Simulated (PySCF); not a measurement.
## UHF on F (fluorine, neutral)

Configuration: [He] 2s2 2p5, 2P determinant. Computed with PySCF 2.14 in x2c-TZVPall (5s3p2d1f, 31 functions), with scalar relativity by spin-free X2C-1e.

```
Total energy                                                  : -99.498859 hartree
One-electron energy                                           : -139.3742 hartree
Hartree (Coulomb) energy                                      : 49.9352 hartree
Exchange energy                                               : -10.0598 hartree
⟨S²⟩                                                          : 0.7537
⟨L²⟩                                                          : 2.011
Sum of ⟨r⟩                                                    : 7.769 bohr
Sum of ⟨r²⟩                                                   : 10.19 bohr²
Traceless quadrupole moment −½Σ⟨3z² − r²⟩ along its main axis : 0.679 e·bohr²
Langevin diamagnetic susceptibility                           : -8.07 ×10⁻⁶ cm³/mol
Time after the integrals                                      : 0.06 s of wall time on 1 thread of Intel(R) Xeon(R) 6975P-C (shared host)
```

```
shell  electrons  mean orbital energy (hartree)  spread (hartree)  rms radius, mean of both spins (bohr)
 1s α          1                      -26.43025                 0                                  0.204
 1s β          1                      -26.38183                 0                                  0.204
 2s α          1                       -1.67385                 0                                   1.10
 2s β          1                       -1.47884                 0                                   1.10
 2p α          3                       -0.76745           0.11330                                   1.24
 2p β          2                       -0.67820                 0                                   1.24
```
